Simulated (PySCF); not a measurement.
UHF on Te⁺ (tellurium, charge +1)

Configuration: [Kr] 4d10 5s2 5p2 6s1, high-spin 4P determinant (an excited configuration). All numbers are calculated (PySCF 2.14, scalar relativity through the core potential, in aug-cc-pVTZ-PP with ECP28MDF (6s5p4d2f, 55 functions)).

```json
{"Total energy": "-266.347328 hartree", "One-electron energy": "-455.2007 hartree", "Hartree (Coulomb) energy": "208.2424 hartree", "Exchange energy": "-19.3890 hartree", "⟨S²⟩": "3.7582", "⟨L²⟩": "2.098", "Sum of ⟨r⟩": "30.25 bohr", "Sum of ⟨r²⟩": "68.07 bohr²", "Traceless quadrupole moment −½Σ⟨3z² − r²⟩ along its main axis": "0.236 e·bohr²"}
```

```json
{"shell": "4s α", "electrons": "1", "mean orbital energy (eV)": "-207.83", "spread (eV)": "0", "rms radius, mean of both spins (bohr)": "0.820"}
{"shell": "4s β", "electrons": "1", "mean orbital energy (eV)": "-207.34", "spread (eV)": "0", "rms radius, mean of both spins (bohr)": "0.820"}
{"shell": "4p α", "electrons": "3", "mean orbital energy (eV)": "-152.39", "spread (eV)": "0.162", "rms radius, mean of both spins (bohr)": "0.882"}
{"shell": "4p β", "electrons": "3", "mean orbital energy (eV)": "-151.94", "spread (eV)": "0.747", "rms radius, mean of both spins (bohr)": "0.882"}
{"shell": "4d α", "electrons": "5", "mean orbital energy (eV)": "-66.775", "spread (eV)": "0.477", "rms radius, mean of both spins (bohr)": "1.04"}
{"shell": "4d β", "electrons": "5", "mean orbital energy (eV)": "-66.391", "spread (eV)": "0.806", "rms radius, mean of both spins (bohr)": "1.04"}
{"shell": "5s α", "electrons": "1", "mean orbital energy (eV)": "-34.095", "spread (eV)": "0", "rms radius, mean of both spins (bohr)": "2.14"}
{"shell": "5s β", "electrons": "1", "mean orbital energy (eV)": "-28.831", "spread (eV)": "0", "rms radius, mean of both spins (bohr)": "2.14"}
{"shell": "5p α", "electrons": "2", "mean orbital energy (eV)": "-21.802", "spread (eV)": "0", "rms radius, mean of both spins (bohr)": "2.55"}
{"shell": "6s α", "electrons": "1", "mean orbital energy (eV)": "-8.188", "spread (eV)": "0", "rms radius, mean of both spins (bohr)": "5.40"}
```

Energies and moments cover only the electrons outside the core potential. The outer electron is Rydberg-like, and this basis confines it to a smaller radius and binds it less than a complete one would.
